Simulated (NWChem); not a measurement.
# BeSiH4Se; SMILES [SiH3][Be][SeH]

```xyz
7

Be    -0.0175    -0.5843     0.0057
Se    -0.0332     1.4578     0.0000
H      1.4416     1.4580    -0.0005
Si    -0.0146    -2.7651     0.0001
H     -1.1915    -3.3200    -0.7464
H     -0.0618    -3.3413     1.3836
H      1.2161    -3.3136    -0.6599
```
Atoms are numbered in this order, from 1.

All runs: NWChem. Pople sets run with spherical d functions. Coordinates come from a PBE0/def2-SVP optimisation. Ions are spin-unrestricted doublets at the neutral geometry; other ion states weren't tried.

**Question.** Order these by “vertical ionisation energy, ΔSCF (eV)”, lowest first: r2SCAN/6-31G*; PBE0/6-31G*; CAM-B3LYP/6-31G*; PBE/6-31G*.

**Answer.** PBE/6-31G* (9.30), r2SCAN/6-31G* (9.46), PBE0/6-31G* (9.66), CAM-B3LYP/6-31G* (10.10)
